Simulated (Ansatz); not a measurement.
**Counterpoise correction, worked out**

The pair of NH3 (SMILES N, atoms 1–4) and SbH3 (SMILES [SbH3], atoms 5–8), both closed shells, in one local arrangement (a lower one may exist), relaxed at PBE0-D4/def2-TZVP:

| atom | x (Å) | y (Å) | z (Å) |
| --- | --- | --- | --- |
| N1 | -0.0126 | -0.2536 | -1.5335 |
| H2 | 0.7207 | -0.7823 | -1.9897 |
| H3 | -0.8565 | -0.8124 | -1.5691 |
| H4 | -0.1764 | 0.5767 | -2.0896 |
| Sb5 | 0.6997 | 0.4635 | 1.4487 |
| H6 | -0.0236 | -1.0804 | 1.4851 |
| H7 | -0.7818 | 1.2350 | 1.1059 |
| H8 | 0.4305 | 0.6535 | 3.1422 |

Program: Ansatz 0.2.0. Basis: def2-TZVPPD. Cores are frozen in the correlated methods. Filled d shells of the heavier atoms are correlated. Core potentials replace the inner electrons of the atoms past krypton. The def2 sets are not built for correlating such inner shells, so the correlated values are less sure here.

MP2 total energies in eV:

| system | geometry | basis functions | energy |
| --- | --- | --- | --- |
| pair | pair | all | -8103.93830 |
| NH3 | as in the pair | all (partner as ghosts) | -1536.32175 |
| SbH3 | as in the pair | all (partner as ghosts) | -6567.50618 |
| NH3 | as in the pair | its own | -1536.31180 |
| SbH3 | as in the pair | its own | -6567.47975 |
| NH3 | free (PBE0-D4 minimum) | its own | -1536.31235 |
| SbH3 | free (PBE0-D4 minimum) | its own | -6567.48823 |

Work out the interaction energy with and without the counterpoise correction, the superposition error, and the binding energy from the relaxed fragments.

Without correction: -8103.93830 − (-1536.31180) − (-6567.47975) = -0.14675 eV.
With correction (each fragment in the whole basis): -8103.93830 − (-1536.32175) − (-6567.50618) = -0.11037 eV = -2.55 kcal/mol.
The superposition error is the difference, 0.03638 eV, 25 % of the uncorrected value: each fragment borrows its partner's functions.
Deformation from the free shapes: 0.00055 eV for NH3 and 0.00848 eV for SbH3.
Binding energy from relaxed fragments: -0.11037 + 0.00055 + 0.00848 = -0.10134 eV = -2.34 kcal/mol (electronic, without zero-point energy; negative means bound). For comparison, the corrected interaction energy by CCSD(T) at an estimated basis limit (MP2 extrapolated from triple and quadruple zeta, plus CCSD(T) − MP2 in triple zeta) is -0.123 eV.

No T1 diagnostic of these runs exceeds 0.015.

For scale, one of the runs: CCSD(T)/def2-TZVPPD, 195 basis functions, launched by `ansatz run in.yaml --threads 4 --pin off --events-out ev --progress --plain --max-ram 9574MiB`. Time: 39 s of wall clock on 4 CPU threads of an Arm Neoverse V2; the host was shared. Peak host memory: 2.5 GiB.
